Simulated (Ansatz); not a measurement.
(1) Predict a relaxed structure of closo-2-SB4 (no H on S) (B₄H₄S), charge 0, singlet, at r2SCAN-D4/def2-SVP (Ansatz).

Results:

(1) 
```csv
atom,x (Å),y (Å),z (Å)
B1,-0.6848,0.6310,0.1897
B2,-0.3698,-0.6605,1.1313
B3,0.5363,0.6979,-1.0384
B4,0.0452,-0.7755,-0.5475
S5,1.2472,0.2818,0.6972
H6,-1.3525,1.6194,0.2922
H7,-0.5439,-1.3846,2.0612
H8,0.9775,1.4827,-1.8186
H9,0.1449,-1.8923,-0.9670
```
 This is one stationary point.

Another isomer (singlet) lies 1.11 eV lower at PBE0-D4/def2-TZVP; other spin states weren't run for this one.
